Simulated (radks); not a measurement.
Species: N3+. Configuration: [He] 2s1.5 3s0.5 (fractional occupations, a model configuration).

All-electron calculation, scalar-relativistic Kohn-Sham, LDA (Slater exchange, Perdew-Wang correlation), spin-polarised, spherical densities, finite nucleus; open shells are filled with parallel spins first; Fermi nuclear charge, rms radius 2.5582 fm. Program: a radial shooting solver on a logarithmic mesh with Libxc functionals.

Energy parts (eV):
total: -1358.387
kinetic: 1355.060
electron-nucleus: -2954.857
Hartree: 365.879
exchange-correlation: -124.468

Orbitals (lengths in bohr, moments of r in powers of bohr):
| orbital | occ. | eigenvalue (eV) | <r> | <1/r> |
|---|---|---|---|---|
| 1s up | 1 | -455.8834 | 0.2301 | 6.621 |
| 1s down | 1 | -455.1153 | 0.2300 | 6.620 |
| 2s up | 1 | -73.1061 | 1.086 | 1.346 |
| 2s down | 0.5 | -71.0135 | 1.093 | 1.337 |
| 3s up | 0.5 | -25.5013 | 2.797 | 0.5128 |
| 3s down | 0 | -24.2103 | 2.843 | 0.5051 |

The highest occupied level is 3s up at -25.501 eV. The density falls to 0.001 e/bohr^3 at r = 3.47 bohr. Summed over all electrons, <r^2> = 6.664 bohr^2, which gives a Langevin (diamagnetic) susceptibility term of -5.28 x 10^-6 cm^3/mol.
